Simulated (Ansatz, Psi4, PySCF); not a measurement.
F₃Ti, doublet, geometry from GFN2-xTB (such geometries of metal compounds can be far from the true shape) (the multiplicity is a formal guess). Base run: HF/def2-SVP in PySCF.

PySCF was given this input:
```python
from pyscf import gto, scf

mol = gto.Mole()
mol.atom = '''
    Ti   -0.00000000    0.00000000    0.00000000
    F    -1.42869175   -0.90303614    0.09992688
    F    -0.02387975    1.54953530   -0.68190165
    F     1.45257150   -0.64649916    0.58197477
'''
mol.basis = 'def2-svp'
mol.spin = 1
mol.verbose = 4
mol.build()

mf = scf.UHF(mol)
mf.kernel()
```

The same geometry, method and basis name were run in Ansatz (a quantum-chemistry and plane-wave program) and Psi4 and PySCF, at each program's defaults and at the settings that a row names. The base is PySCF at its defaults. Differences at the defaults can come from grids, fitting, cores and function types together.

```tsv
code and settings	ΔE vs base (µEh)	basis functions	E (Eh)	SCF cycles
PySCF, defaults (exact integrals, spherical functions)	0.0	73	-1146.58419	12
Psi4, defaults (density fitting with its default set, spherical functions)	267	73	-1146.58392	14
Ansatz, defaults (factorised integrals, spherical functions)	5.6	73	-1146.58419	-
PySCF, density fitting with def2-universal-jkfit	267	73	-1146.58392	12
Psi4, exact integrals, spherical functions	0.1	73	-1146.58419	20
Ansatz, high accuracy	0.0	73	-1146.58419	-
```

Open shells are given as the SCF converged; they aren't shown to be the lowest states, and a large step between rows can be another state.
